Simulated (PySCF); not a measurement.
All values below come from PBE-D3(BJ)/def2-TZVP (PySCF). All species are isolated molecules in the gas phase. Excitations are Tamm–Dancoff values on a coarser integration grid. The basis has no diffuse functions, so Rydberg states are missing or too high.

Reference species (SMILES): `C=[SiH][SiH3]` (neutral, multiplicity 1).

```json
{
  "brightest of the four lowest singlets (TDA)": "5.19 eV",
  "T1 excitation (TDA)": "2.44 eV",
  "dipole_moment": "0.58 D"
}
```

Changed species: `[SiH2]=C[SiH3]`.

What does the change do to the brightest of the four lowest singlets (TDA), T1 excitation (TDA) and dipole moment?

the brightest of the four lowest singlets (TDA) decreases by 0.22 eV, to 4.97 eV; the T1 excitation (TDA) increases by 0.17 eV, to 2.61 eV; the dipole moment rises by 1.01 D, to 1.59 D.
